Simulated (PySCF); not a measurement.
4-sulfanylbutanal (C4H8OS), SMILES O=CCCCS.

Geometry optimised at PBE-D3(BJ)/def2-SVP. Other conformers were not sampled.

These are CAM-B3LYP/def2-TZVP (PySCF) values and carry that method's errors.

Gas-phase values at a fixed geometry.

Computed frontier levels, gap, dipole moment and polarisability:
| Property | Value |
|---|---|
| highest occupied level | -8.36 eV |
| lowest empty level | 0.33 eV |
| orbital gap | 8.69 eV |
| dipole moment | 4.16 D |
| quadrupole, principal values (traceless, Buckingham form, about the centre of nuclear charge) | -9.17, 3.95, 5.23 D·Å |
| mean static polarisability | 69.7 bohr³ (10.33 Å³) |
| polarisability, principal values | 53.9, 70.9, 84.3 bohr³ |
